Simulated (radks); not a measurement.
Results of a calculation; reference values are marked as such.
The ytterbium ion Yb2+, 68 electrons, occupied as [Xe] 4f12 6s1 6p1 (not the ground configuration).

Level of theory: scalar-relativistic Kohn-Sham, r2SCAN, spin-unpolarised, spherical densities, finite nucleus; meta-GGA in the generalised Kohn-Sham scheme; Fermi nuclear charge, rms radius 5.3108 fm (a radial shooting solver on a logarithmic mesh with Libxc functionals).

Energy parts (Ry):
total: -28115.9312
kinetic: 30635.2272
electron-nucleus: -69027.3604
Hartree: 10859.5912
exchange-correlation: -583.3892

Orbitals (lengths in bohr, moments of r in powers of bohr; r(max) is where P^2 peaks):
orbital  occ.  eigenvalue (Ry)   r(max)   <1/r>
1s          2        -4509.106  0.01237   80.62
2s          2        -768.0655  0.07055   18.81
2p          6        -677.0429  0.05756   17.26
3s          2        -176.0605   0.1992   6.961
3p          6        -148.4874   0.1964   6.473
3d         10        -114.8708   0.1605   6.121
4s          2        -37.28343   0.4550   2.936
4p          6        -28.16927   0.4758   2.683
4d         10        -16.11155   0.4902   2.378
4f         12         -2.87067   0.4778   1.842
5s          2         -6.40455    1.053   1.136
5p          6         -4.17157    1.189  0.9668
6s          1         -1.47225    2.700  0.4221
6p          1         -1.04309    3.224  0.3518

The highest occupied level is 6p at -14.192 eV. The density falls to 0.001 e/bohr^3 at r = 4.65 bohr. The electron density at the nucleus is 1.085e+06 e/bohr^3 (large components only). Summed over all electrons, <r^2> = 53.76 bohr^2, which gives a Langevin (diamagnetic) susceptibility term of -42.6 x 10^-6 cm^3/mol.
